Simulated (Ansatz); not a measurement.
Ideal-gas functions of C2H6Sb, SMILES `[CH2][SbH][CH3]` radical at 500 K and 1 bar, from an Ansatz frequency run at PBE0-D4/def2-TZVP.

Molar mass 151.83 g/mol, point group C1 (symmetry number 1), electronic degeneracy 2, moments of inertia 57.367, 86.337, 133.082 u Å². Harmonic wavenumbers (cm⁻¹, unscaled): 103, 116, 177, 456, 519, 542, 560, 588, 743, 803, 836, 1226, 1359, 1452, 1454, 1930, 3069, 3140, 3164, 3182, 3255.

Use S(trans) = R[1.5 ln M + 2.5 ln T − 1.1517]; rotational temperatures θ = 24.2544 K / I; S(rot) = R[ln(√π/σ · √(T³/θAθBθC)) + 1.5]; for each mode x = 1.438777 ν̃/T, S = R[x/(eˣ − 1) − ln(1 − e⁻ˣ)] and H = RT x/(eˣ − 1); 1 cm⁻¹ = 0.0119627 kJ/mol; R = 8.31446 J/(mol·K).

Problem. By hand: the entropy, in J/(mol·K).

Solution. Translation 182.2. Rotation: θ = 0.4228, 0.2809, 0.1823 K, giving 110.7. Vibration, mode by mode: 18.46, 17.48, 14.01, 6.63, 5.71, 5.41, 5.19, 4.87, 3.42, 2.98, 2.77, 1.14, 0.83, 0.67, 0.67, 0.21, 0.01, 0.01, 0.01, 0.01, 0.01, in all 90.5. Electronic 5.8. Sum 389.2 J/(mol·K).

Problem. By hand: H − E and G − E in kJ/mol, counted from the electronic energy.

Solution. Zero-point energy ½ × 28674 × 0.0119627 = 171.5; thermal vibration 23.7; translation, rotation and pV give 4 RT = 16.6. H − E = 211.8 kJ/mol, and G − E = 211.8 − 500 × 389.2/1000 = 17.2 kJ/mol.

Vibration gives 23 % of the entropy, 35.9 J/(mol·K) of it from the modes under 150 cm⁻¹: soft modes count most, and the harmonic formula is weakest for them. The sum counts one conformer and one mirror image; others add a mixing term.
